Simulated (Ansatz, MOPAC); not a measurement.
Pair of molecules: HCl (SMILES Cl) (first 2 atoms) with CH2O (SMILES C=O); geometry from B3LYP-D3(BJ)/def2-TZVP, rigid monomers moved along the line of their centres of mass till H2···O4 is 2.13 Å.
(charge 0, multiplicity 1):
```
atom    x (Å)    y (Å)   z (Å)
----  -------  -------  ------
Cl    -0.1523  -0.0562  0.4435
H      0.1496   0.4924  1.5878
C     -0.3271   0.0526  4.2747
O      0.2912   0.8969  3.6784
H     -0.3921   0.0620  5.3755
H     -0.8522  -0.7620  3.7468
```

Monomers are frozen at their geometry in the pair; levels with a basis set take the counterpoise correction.

Cores are frozen in the correlated methods. CBS: X⁻³ extrapolation of the correlation energy, Hartree–Fock from the larger set. The state that PM7 reach isn't checked; PM7 holds dispersion and hydrogen-bond terms.

Run with Ansatz (Gaussian orbitals); MOPAC for PM7 (differences of heats of formation). Each number belongs to the level named beside it.

Task: What interaction energy does r2SCAN/def2-TZVPPD give?

Result: -226 meV

Task: Predict the interaction energy from PM7.

Result: -212 meV

Task: What is the computed interaction energy (CCSD(T)/CBS(aug-cc-pV(D+d)Z, aug-cc-pV(T+d)Z))?

Result: -218 meV

Ansatz is a first-principles code.
